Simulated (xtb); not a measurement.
xtb input (GFN2-xTB):

```bash
xtb mol.xyz --gfn 2 --sp --chrg 1 --uhf 0
```
mol.xyz:
```
4

Mo     0.02119759    -0.04119140    -0.12523581
O     -1.34009021    -1.01307945     0.08900324
O     -0.42953417     1.51621963    -0.58878839
F      1.47407737    -0.25500918     1.02868722
```

End of the output:

```
         :::::::::::::::::::::::::::::::::::::::::::::::::::::
         ::                     SUMMARY                     ::
         :::::::::::::::::::::::::::::::::::::::::::::::::::::
         :: total energy             -14.338527224052 Eh    ::
         :: gradient norm              0.059008966209 Eh/a0 ::
         :: HOMO-LUMO gap              0.119665089204 eV    ::
         ::.................................................::
         :: SCC energy               -14.376359048327 Eh    ::
         :: -> isotropic ES            0.239494308261 Eh    ::
         :: -> anisotropic ES          0.001216927844 Eh    ::
         :: -> anisotropic XC          0.006089076714 Eh    ::
         :: -> dispersion             -0.001764468996 Eh    ::
         :: repulsion energy           0.037831824275 Eh    ::
         :: add. restraining           0.000000000000 Eh    ::
         :: total charge               1.000000000000 e     ::
         :::::::::::::::::::::::::::::::::::::::::::::::::::::

           -------------------------------------------------
          |                Property Printout                |
           -------------------------------------------------

    * Orbital Energies and Occupations

         #    Occupation            Energy/Eh            Energy/eV
      -------------------------------------------------------------
         1        2.0000           -1.1366882             -30.9309
         2        2.0000           -0.9961316             -27.1061
         3        2.0000           -0.9706982             -26.4140
         4        2.0000           -0.8363631             -22.7586
         5        2.0000           -0.8292948             -22.5663
         6        2.0000           -0.8279599             -22.5299
         7        2.0000           -0.8209839             -22.3401
         8        2.0000           -0.8142837             -22.1578
         9        2.0000           -0.8077554             -21.9801
        10        2.0000           -0.7970075             -21.6877
        11        2.0000           -0.7867522             -21.4086
        12        1.8201           -0.7734254             -21.0460 (HOMO)
        13        0.1799           -0.7690278             -20.9263 (LUMO)
        14                         -0.6674596             -18.1625
        15                         -0.6237240             -16.9724
        16                         -0.5261576             -14.3175
        17                         -0.5141131             -13.9897
        18                         -0.4896551             -13.3242
        19                         -0.2888497              -7.8600
        20                         -0.0713918              -1.9427
        21                         -0.0509022              -1.3851
      -------------------------------------------------------------
                  HL-Gap            0.0043976 Eh            0.1197 eV
             Fermi-level           -0.7712266 Eh          -20.9861 eV

     #   Z          covCN         q      C6AA      α(0)
     1  42 Mo       2.343     1.416   319.759    43.023
     2   8 O        0.804    -0.161    17.461     5.601
     3   8 O        0.804    -0.161    17.461     5.601
     4   9 F        0.734    -0.095    10.207     3.773

 Mol. C6AA /au·bohr⁶  :        819.533598
 Mol. C8AA /au·bohr⁸  :      56689.347042
 Mol. α(0) /au        :         57.998645

Wiberg/Mayer (AO) data.
largest (>0.10) Wiberg bond orders for each atom

 ---------------------------------------------------------------------------
     #   Z sym  total        # sym  WBO       # sym  WBO       # sym  WBO
 ---------------------------------------------------------------------------
     1  42 Mo   6.157 --     2 O    2.379     3 O    2.379     4 F    1.399
     2   8 O    2.523 --     1 Mo   2.379
     3   8 O    2.523 --     1 Mo   2.379
     4   9 F    1.532 --     1 Mo   1.399
 ---------------------------------------------------------------------------

Topologies differ in total number of bonds
Writing topology from bond orders to xtbtopo.mol

molecular dipole:
                 x           y           z       tot (Debye)
 q only:        0.332      -0.218      -0.367
   full:        1.146      -0.553      -0.524       3.499
molecular quadrupole (traceless):
                xx          xy          yy          xz          yz          zz
 q only:       -0.666      -0.425      -0.749      -0.903       1.020       1.416
  q+dip:       -0.553      -0.565      -0.786      -1.123       1.108       1.339
   full:       -0.804      -0.728      -1.132      -1.384       1.498       1.936

           -------------------------------------------------
          | TOTAL ENERGY              -14.338527224052 Eh   |
          | GRADIENT NORM               0.059008966209 Eh/α |
          | HOMO-LUMO GAP               0.119665089204 eV   |
           -------------------------------------------------

------------------------------------------------------------------------
Note: The following floating-point exceptions are signalling: IEEE_UNDERFLOW_FLAG IEEE_DENORMAL
normal termination of xtb
------------------------------------------------------------------------
 total:
 SCF:
```

This state (charge 1, singlet) is run at the relaxed geometry of the species with charge 0 and multiplicity 2.
